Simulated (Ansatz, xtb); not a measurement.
C4H8BClSi: 3 structures ranked

3 gas-phase structures of C4H8BClSi, from a drawn sample of its isomers (lower ones may exist). Each was relaxed with GFN2-xTB; where two conformers were screened, the lower at r2SCAN-D4/def2-SVP is listed:

A. `ClC1=C[SiH2]BCC1`, a singlet
B. `C#CB(Cl)[SiH](C)C`, a singlet
C. `CC#CBC[SiH2]Cl`, a singlet

Task: Which do you expect lowest at r2SCAN-D4/def2-SVP, and how would the others follow?

Result: Calculated order at r2SCAN-D4/def2-SVP: C (0.0), B (8.2), A (25.5) kcal/mol.

Energies above the lowest of each column, in kcal/mol; the last columns are at PBE0-D3(BJ)/def2-SVP geometries:

```tsv
structure	GFN2-xTB	HF/STO-3G	r2SCAN-D4/def2-SVP	PBE0-D3(BJ)/def2-SVP	CCSD(T)/def2-SVP + ΔMP2/def2-TZVPP
C	0.0	0.0	0.0	0.0	0.0
B	31.3	8.3	8.2	7.7	7.3
A	16.2	16.5	25.5	21.2	29.6
```

Every level run on C puts it lowest or level with the lowest. Flexible structures stand in one conformer each, not always the lowest. ΔMP2 is the change of the MP2 energy from the smaller to the larger basis.

Programs: Ansatz 0.2.0, xtb 6.7.1.
